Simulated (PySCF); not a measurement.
Cr²⁺ (chromium, charge +2): UHF calculation

Configuration: [Ar] 3d3 4p1, one real determinant (an excited configuration). All numbers are calculated (PySCF 2.14, no relativity, point nucleus, in def2-QZVPPD (11s6p5d3f2g, 93 functions)).

```
Total energy                                                  : -1042.168574 hartree
One-electron energy                                           : -1413.1054 hartree
Hartree (Coulomb) energy                                      : 417.8429 hartree
Exchange energy                                               : -46.9061 hartree
Kinetic energy                                                : 1042.05819 hartree
⟨S²⟩                                                          : 6.0026
⟨L²⟩                                                          : 14.032
Sum of ⟨r⟩                                                    : 16.12 bohr
Sum of ⟨r²⟩                                                   : 24.08 bohr²
Traceless quadrupole moment −½Σ⟨3z² − r²⟩ along its main axis : -4.28 e·bohr²
Density at the nucleus (Gaussians lack the cusp)              : 9250 bohr⁻³
Spin density at the nucleus                                   : -0.756 bohr⁻³
Langevin diamagnetic susceptibility                           : -19.1 ×10⁻⁶ cm³/mol
```

```csv
shell,electrons,mean orbital energy (hartree),spread (hartree),"rms radius, mean of both spins (bohr)"
1s α,1,-221.56363,0,0.0743
1s β,1,-221.56011,0,0.0743
2s α,1,-27.47267,0,0.319
2s β,1,-27.38843,0,0.319
2p α,3,-23.40025,0.00356,0.288
2p β,3,-23.31366,0.00469,0.288
3s α,1,-4.56020,0,0.960
3s β,1,-4.30366,0,0.960
3p α,3,-3.32756,0.00396,1.02
3p β,3,-3.01477,0.01637,1.02
3d α,3,-1.50971,0.00663,1.22
4p α,1,-0.68522,0,3.29
```

⟨L²⟩ = 14.03 against 20 for a pure G term, so this real determinant mixes terms.

Spin-orbit constants ζ (cm⁻¹) from the X2C one-electron operator on these orbitals (non-relativistic here): bare nucleus, nucleus screened by l(l+1)(2l+1)/3 electrons, and screened by the Breit-Pauli mean field of the electrons.

| shell | bare | screened nucleus | mean field |
| --- | --- | --- | --- |
| 2p | 47760 | 43780 | 41920 |
| 3p | 5716 | 5239 | 4982 |
| 3d | 546.5 | 318.8 | 285.2 |
| 4p | 473.5 | 434.1 | 410.7 |

To first order the Landé constant is A = 79.15 cm⁻¹, so the lowest level has J = 2 and lies 0.0981 eV below the centre of the term. This holds in LS coupling only.
